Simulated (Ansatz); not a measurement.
Species: N2, charge 0, multiplicity 5. The spin state was set by rule; other spins were not relaxed. 
Geometry from a B3LYP-D3(BJ)/def2-TZVP (Ansatz, a program for electronic structure) optimisation:
```
N
N 1 1.5960
```
Charge 0, spin multiplicity 5.

Basis-set convergence of Hartree-Fock and CCSD correlation energies (hartree) with Ansatz. Cores are frozen in the correlated levels unless marked. Open shells are spin-unrestricted. No spin-orbit coupling. No relativistic terms.

```tsv
basis	functions	E(HF)	E(corr, CCSD)
def2-SVP	28	-108.61477	-0.22151
def2-TZVPP	62	-108.75256	-0.27780
def2-QZVPP	114	-108.75623	-0.29481
```

Extrapolating the two largest sets (X = 3 and 4) as X^-3: E(corr) = (64·(-0.29481) - 27·(-0.27780))/37 = -0.3072 Eh, an estimate of the basis-set limit. The largest set recovers 96.0 % of it, the smallest 72.1 %.
